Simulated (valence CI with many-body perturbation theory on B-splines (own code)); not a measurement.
**Sm L: calculated level list**

Method: valence CI with perturbative core correlation (CI+MBPT): three valence electrons over a frozen Dirac-Fock core [Ne], radial functions for each j: 11 s, 11 p, 10 d, 8 f, 5 g, 2 h, with the one-electron correlation potential Σ1 (screened to all orders), the two-electron term Σ2, the three-electron term Σ3, Breit, model QED; selected single and double excitations, second order for the rest, scaled by the run's own slope (own B-spline code, finite nucleus).

The last digits are not significant, and no measured levels were compared; by estimate large intervals hold to a few tenths of a per cent, small ones and those within an open d or f shell to about a per cent.

Levels 1 to 45 of 158, with energies above the lowest level, (3s^2 3p1/2) J=1/2. "Leading %" is the weight of the configuration and term that name the level; weights of strongly mixed levels are sums over their largest components and can fall short. In the jj column 3d3/2^4 stands for four electrons in 3d with j = 3/2. Lifetimes count E1, E2, E3, M1 and M2 decay at the calculated energies, and are blank where another channel may lead or the interval is too uncertain; long ones can be off by a factor of two.

| No. | Configuration | Term | J | E (× 10³ cm⁻¹) | Leading % | g | Lifetime | Leading jj |
| --- | --- | --- | --- | --- | --- | --- | --- | --- |
| 1 | 3s²3p | ²P° | 1/2 | 0.00 | 99 | 0.654 |  | 3s^2 3p1/2 (99 %) |
| 2 | 3s3p² | ⁴P | 1/2 | 1017.7 | 59 | 2.202 | 48.4 ps | 3s 3p1/2^2 (97 %) |
| 3 | 3s²3p | ²P° | 3/2 | 1271.3 | 99 | 1.325 | 47.0 ns | 3s^2 3p3/2 (99 %) |
| 4 | 3s3p² | ⁴P | 3/2 | 2106.3 | 91 | 1.651 | 308 ps | 3s 3p1/2 3p3/2 (99 %) |
| 5 | 3s3p² | ²D | 5/2 | 2218.6 | 56 | 1.355 | 126 ps | 3s 3p1/2 3p3/2 (96 %) |
| 6 | 3s3p² | ²D | 3/2 | 2363.5 | 56 | 0.952 | 4.36 ps | 3s 3p1/2 3p3/2 (83 %) |
| 7 | 3s3p² | ²P | 1/2 | 2430.2 | 71 | 1.222 | 1.33 ps | 3s 3p1/2 3p3/2 (96 %) |
| 8 | 3s²3d | ²D | 3/2 | 2769.0 | 83 | 0.832 | 1.02 ps | 3s^2 3d3/2 (83 %) |
| 9 | 3s²3d | ²D | 5/2 | 2996.9 | 92 | 1.222 | 9.02 ps | 3s^2 3d5/2 (92 %) |
| 10 | 3p³ | ²P° | 3/2 | 3380.7 | 34 | 1.206 | 5.38 ps | 3p1/2^2 3p3/2 (75 %) |
| 11 | 3s3p² | ⁴P | 5/2 | 3480.7 | 51 | 1.397 | 4.07 ps | 3s 3p3/2^2 (93 %) |
| 12 | 3s3p3d | ⁴F° | 3/2 | 3492.8 | 73 | 0.575 | 13.1 ps | 3s 3p1/2 3d3/2 (86 %) |
| 13 | 3s3p3d | ⁴F° | 5/2 | 3574.8 | 49 | 1.037 | 62.9 ps | 3s 3p1/2 3d3/2 (95 %) |
| 14 | 3s3p² | ²S | 1/2 | 3705.3 | 69 | 1.883 | 1.88 ps | 3s 3p3/2^2 (98 %) |
| 15 | 3s3p3d | ⁴D° | 1/2 | 3742.5 | 63 | 0.374 | 1.43 ps | 3s 3p1/2 3d3/2 (97 %) |
| 16 | 3s3p² | ²P | 3/2 | 3749.6 | 64 | 1.197 | 935 fs | 3s 3p3/2^2 (97 %) |
| 17 | 3s3p3d | ⁴D° | 3/2 | 3766.8 | 40 | 1.310 | 1.23 ps | 3s 3p1/2 3d3/2 (83 %) |
| 18 | 3s3p3d | ⁴P° | 5/2 | 3871.4 | 38 | 1.350 | 7.23 ps | 3s 3p1/2 3d5/2 (98 %) |
| 19 | 3s3p3d | ⁴F° | 7/2 | 3946.9 | 50 | 1.248 | 11.0 ps | 3s 3p1/2 3d5/2 (96 %) |
| 20 | 3s3p3d | ²F° | 5/2 | 4018.9 | 49 | 1.052 | 8.08 ps | 3s 3p1/2 3d5/2 (94 %) |
| 21 | 3s3p3d | ²D° | 3/2 | 4052.9 | 41 | 1.132 | 2.94 ps | 3s 3p1/2 3d5/2 (78 %) |
| 22 | 3p³ | ²D° | 5/2 | 4618.4 | 71 | 1.150 | 2.47 ps | 3p1/2 3p3/2^2 (71 %) |
| 23 | 3p³ | ²D° | 3/2 | 4651.0 | 45 | 1.377 | 1.11 ps | 3p1/2 3p3/2^2 (89 %) |
| 24 | 3p²3d | ²D | 3/2 | 4741.5 | 38 | 0.766 | 9.19 ps | 3p1/2^2 3d3/2 (98 %) |
| 25 | 3p³ | ²P° | 1/2 | 4742.6 | 84 | 0.676 | 1.59 ps | 3p1/2 3p3/2^2 (84 %) |
| 26 | 3s3p3d | ⁴D° | 3/2 | 4858.5 | 42 | 1.321 | 1.68 ps | 3s 3p3/2 3d3/2 (98 %) |
| 27 | 3s3p3d | ⁴P° | 1/2 | 4867.9 | 85 | 2.273 | 2.00 ps | 3s 3p3/2 3d3/2 (97 %) |
| 28 | 3s3p3d | ⁴D° | 5/2 | 4869.6 | 48 | 1.256 | 1.31 ps | 3s 3p3/2 3d3/2 (83 %) |
| 29 | 3s3p3d | ⁴F° | 7/2 | 4894.5 | 40 | 1.270 | 2.12 ps | 3s 3p3/2 3d3/2 (84 %) |
| 30 | 3s3p3d | ⁴F° | 9/2 | 5014.6 | 100 | 1.325 | 61.2 ns | 3s 3p3/2 3d5/2 (100 %) |
| 31 | 3s3p3d | ²D° | 3/2 | 5055.2 | 63 | 0.995 | 1.06 ps | 3s 3p3/2 3d3/2 (70 %) |
| 32 | 3p²3d | ²D | 5/2 | 5111.9 | 29 | 1.194 | 5.80 ps | 3p1/2^2 3d5/2 (96 %) |
| 33 | 3s3p3d | ⁴P° | 5/2 | 5161.1 | 32 | 1.240 | 1.95 ps | 3s 3p3/2 3d5/2 (68 %) |
| 34 | 3s3p3d | ²F° | 5/2 | 5179.3 | 50 | 1.042 | 935 fs | 3s 3p3/2 3d3/2 (61 %) |
| 35 | 3s3p3d | ²P° | 1/2 | 5198.2 | 70 | 0.609 | 719 fs | 3s 3p3/2 3d3/2 (84 %) |
| 36 | 3s3p3d | ²F° | 7/2 | 5239.8 | 74 | 1.203 | 3.68 ps | 3s 3p3/2 3d5/2 (86 %) |
| 37 | 3s3p3d | ²P° | 3/2 | 5247.2 | 44 | 1.165 | 2.07 ps | 3s 3p3/2 3d5/2 (67 %) |
| 38 | 3s3p3d | ²F° | 7/2 | 5353.3 | 73 | 1.196 | 1.60 ps | 3s 3p3/2 3d5/2 (97 %) |
| 39 | 3s3p3d | ²P° | 1/2 | 5424.2 | 84 | 0.689 | 2.38 ps | 3s 3p3/2 3d5/2 (86 %) |
| 40 | 3s3p3d | ²P° | 3/2 | 5485.4 | 79 | 1.303 | 1.17 ps | 3s 3p3/2 3d5/2 (97 %) |
| 41 | 3s3p3d | ²D° | 5/2 | 5502.8 | 63 | 1.116 | 1.09 ps | 3s 3p3/2 3d5/2 (91 %) |
| 42 | 3p²3d | ²F | 5/2 | 5847.7 | 52 | 0.934 | 3.49 ps | 3p1/2 3p3/2 3d3/2 (91 %) |
| 43 | 3p²3d | ⁴F | 3/2 | 5898.5 | 40 | 0.922 | 1.93 ps | 3p1/2 3p3/2 3d3/2 (98 %) |
| 44 | 3p²3d | ⁴D | 1/2 | 5916.5 | 81 | 0.163 | 1.81 ps | 3p1/2 3p3/2 3d3/2 (99 %) |
| 45 | 3p²3d | ²G | 7/2 | 5934.8 | 44 | 1.045 | 2.69 ps | 3p1/2 3p3/2 3d3/2 (91 %) |

The ionisation energy to 3s² ¹S0 of the next ion comes out as 4338.6 eV (NIST: 4337 ± 4 eV (theoretical)). All 158 levels together are meant to be complete up to 17140 × 10³ cm⁻¹.
